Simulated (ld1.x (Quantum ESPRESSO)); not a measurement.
## What the settings do to the ultrasoft potential of lithium (Li)

Base potential:

| Quantity | Value |
| --- | --- |
| Element | Li (Z = 3) |
| Generator | ld1.x (Quantum ESPRESSO) 7.5 |
| Type | ultrasoft |
| Functional | PBE |
| Relativity | scalar-relativistic |
| Frozen core | none |
| Valence charge | 3 |
| Reference configuration | 1s2 2s1 2p0 |
| Partial waves | 1s (bound): rcut 0.90, rcutus 0.95 bohr; 2s (bound): rcut 0.90, rcutus 0.95 bohr; 2p (bound, empty): rcut 3.50, rcutus 4.60 bohr; 2p channel at 3.2 Ry: rcut 3.50, rcutus 4.60 bohr |
| Local potential | all-electron potential smoothed inside 2.95 bohr (lloc = -1) |
| Core correction | none |
| Augmentation charge | PSQ, radius 0.65 bohr |

Cutoffs, loose and tight: the cutoffs (Ry, on a coarse ladder) from which the occupation-weighted sum of valence levels, in a spherical-Bessel basis at the reference potential, stays within 10 and 1 mRy of its value at 400 Ry. They do not see the model core or the augmentation charge, which bear on the density cutoff. Test errors are all-electron minus pseudo excitation energies from the reference, over the configurations 1s2 2s0 2p0; 1s2 2s0.5 2p0; 1s2 2s0 2p1; 1s1 2s1 2p0. A dash means not determined; rows that change the core or the reference have their own tests.

A true bound ghost makes a file unfit for plane-wave use even where its test errors are small: the radial tests pick states by their node count and pass the ghost by.

| change | outcome | cutoff, loose | cutoff, tight | bound ghosts | largest test error (meV) |
| --- | --- | --- | --- | --- | --- |
| base | generated | 50 Ry | 80 Ry | p | +107 |
| wave 2p channel at 3.2 Ry: rcut 3.50, rcutus 4.60 bohr becomes 2p channel at 0.09 Ry: rcut 3.50, rcutus 4.60 bohr | generated | 50 Ry | 80 Ry | none | +107 |
| local potential all-electron potential smoothed inside 3.00 bohr (lloc = -1) | generated | 50 Ry | 80 Ry | p | +100 |
| core [He], valence charge 1; reference 2s0.5 2p0; waves now 2s (bound): rcut 1.95, rcutus 2.70 bohr; 2s channel at 0.25 Ry: rcut 1.95, rcutus 2.70 bohr; 2p (bound): rcut 3.80, rcutus 4.20 bohr; 2p channel at 3.2 Ry: rcut 3.80, rcutus 4.20 bohr; local potential all-electron potential smoothed inside 2.15 bohr (lloc = -1); augmentation PSQ, radius 1.75 bohr | generated | 6 Ry | 6 Ry | none | test run stopped at test 1 of 2 (negative rho) |
| waves 1s (bound): rcut 0.84, rcutus 0.88 bohr; 2s (bound): rcut 0.84, rcutus 0.88 bohr | generated | 60 Ry | 80 Ry | p | +90 |
| type RRKJ; waves now 2p (bound): rc 4.60 bohr; 1s (bound): rc 0.95 bohr; local potential the s channel | generated | 100 Ry | 200 Ry | none | +342 |
| local potential all-electron potential smoothed inside 2.68 bohr (lloc = -1) | generated | 50 Ry | 80 Ry | p | +132 |
